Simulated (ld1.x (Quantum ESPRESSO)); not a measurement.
# Before and after: TM potential for P

```
Element                 : P (Z = 15)
Generator               : ld1.x (Quantum ESPRESSO) 7.5
Type                    : norm-conserving Troullier–Martins (Kleinman–Bylander form)
Functional              : PBE
Relativity              : fully relativistic
Frozen core             : [Ne]
Valence charge          : 5
Reference configuration : 3s1 3p4
Partial waves           : 3s (bound): rc 1.35 bohr; 3d channel at 0.4 Ry: rc 1.30 bohr; 3p (bound): rc 1.50 bohr
Local potential         : the p channel
Core correction         : Bessel-smoothed model core inside 1.30 bohr
```

Open shells are filled in proportion to 2j + 1 (rel_dist='average').

Change: core correction Bessel-smoothed model core inside 1.54 bohr.

Cutoffs: the cutoffs (Ry, on a coarse ladder) from which the occupation-weighted sum of valence levels, in a spherical-Bessel basis at the reference potential, stays within 10 and 1 mRy of its value at 400 Ry; they do not see the model core or the augmentation charge, which bear on the density cutoff. Errors are all-electron minus pseudo energies relative to the spin-unpolarised reference configuration.

Problem. How do hardness, ghosts and transferability respond?

Solution. The potential gets neither clearly harder nor softer (18 Ry and 50 Ry → 18 Ry and 50 Ry); of the 7 tests that both files solve, the error grows in 1 and shrinks in 3 by more than 15 % and 0.3 meV (median size 1.0 → 0.9 meV); neither file shows a bound ghost. A wider model core is smoother and lowers the density cutoff, which this test does not measure.

| quantity | base | changed |
| --- | --- | --- |
| cutoff, loose | 18 Ry | 18 Ry |
| cutoff, tight | 50 Ry | 50 Ry |
| bound ghosts | none | none |
| error for 3s2 3p3, meV [ΔE -8.53 eV] | +0.3 | -0.6 |
| error for 3s2 3p2, meV [ΔE 1.20 eV] | +0.5 | +0.4 |
| error for 3s2 3p1, meV [ΔE 20.34 eV] | +15 | +13 |
| error for 3s2 3p0, meV [ΔE 50.08 eV] | +64 | +49 |
| error for 3s2 3p3.3, meV [ΔE -9.84 eV] | +1.0 | -0.1 |
| error for 3s2 3p2.5, meV [ΔE -4.76 eV] | -0.5 | -0.9 |
| error for 3s1 3p3, meV [ΔE 10.32 eV] | +3.4 | +2.7 |
| s: phases at 1.65 bohr within 0.05 rad from the reference energy up to (Ry; the scan ends near 5) | to the end of the scan | to the end of the scan |
| p1/2: phases at 1.65 bohr within 0.05 rad from the reference energy up to (Ry; the scan ends near 5) | to the end of the scan | to the end of the scan |
| p3/2: phases at 1.65 bohr within 0.05 rad from the reference energy up to (Ry; the scan ends near 5) | to the end of the scan | to the end of the scan |
| d3/2: phases at 1.65 bohr within 0.05 rad from the reference energy up to (Ry; the scan ends near 5) | to the end of the scan | to the end of the scan |
| d5/2: phases at 1.65 bohr within 0.05 rad from the reference energy up to (Ry; the scan ends near 5) | to the end of the scan | to the end of the scan |
